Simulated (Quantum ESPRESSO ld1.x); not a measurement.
La II, 56 electrons, occupied as [Kr] 4d10 5s2 5p5.75 5d2 6s0.25 (fractional occupations, a model configuration).

Method: scalar-relativistic Kohn-Sham, PBE, spin-unpolarised, spherical densities, point nucleus; computed with ld1.x of Quantum ESPRESSO 7.5.

Energy parts (hartree):
total: -8492.890
kinetic: 8983.891
electron-nucleus: -20543.458
Hartree: 3269.673
exchange-correlation: -202.996

Orbitals (lengths in bohr, moments of r in powers of bohr):
orbital,occ.,eigenvalue (hartree),<r^4>
1s,2,-1424.3191,1.917e-06
2s,2,-226.8886,0.0003185
2p,6,-203.3622,0.0002326
3s,2,-48.6721,0.01307
3p,6,-41.1605,0.01367
3d,10,-30.3716,0.01146
4s,2,-9.9739,0.3386
4p,6,-7.5314,0.4454
4d,10,-3.9972,0.7588
5s,2,-1.6059,10.93
5p,5.75,-0.9998,20.84
6s,0.25,-0.2864,541.4
5d,2,-0.2844,160.0

The highest occupied level is 5d at -7.738 eV. Summed over all electrons, <r^2> = 62.91 bohr^2, which gives a Langevin (diamagnetic) susceptibility term of -49.8 x 10^-6 cm^3/mol. The density falls to 0.001 e/bohr^3 at r = 4.54 bohr.
